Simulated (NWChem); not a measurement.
C₂H₄BFO; SMILES FB(C=C)O

```xyz
9

B      0.0095    -0.5408    -0.0166
F      0.7979    -1.6111     0.0447
C      0.6696     0.8775    -0.0787
C     -0.0011     2.0273     0.0617
H      1.7556     0.9312    -0.2232
H      0.4889     3.0061     0.0298
H     -1.0860     2.0554     0.2278
O     -1.3188    -0.7797    -0.0190
H     -1.8477     0.0191    -0.1003
```
Atoms are numbered in this order, from 1.

All runs: NWChem. Pople sets run with spherical d functions. All runs use the structure optimised with PBE0/def2-SVP. B3LYP is NWChem's, with the RPA form of VWN correlation. Vertical excitations in the gas phase; the lowest state need not have the same character in each row.

```
level                                    lowest excitation, singlet (eV)  oscillator strength of that lowest state  lowest state with f > 0.02, singlet (eV)  oscillator strength of that bright state  lowest triplet (eV)  orbital gap (eV)
---------------------------------------  -------------------------------  ----------------------------------------  ----------------------------------------  ----------------------------------------  -------------------  ----------------
PBE/6-31G*, TDA                                                     6.01                                     0.001                                      6.73                                     0.063                 4.10              5.11
B3LYP/6-31G*, TDA                                                   6.59                                     0.002                                      7.36                                     0.320                 4.05              6.84
BHandHLYP/6-31G*, TDA                                               7.21                                     0.002                                      7.61                                     0.450                 3.87              9.45
LDA (Slater exchange, VWN5)/6-31G*, TDA                             5.92                                     0.001                                      6.71                                     0.061                 4.35              5.06
```
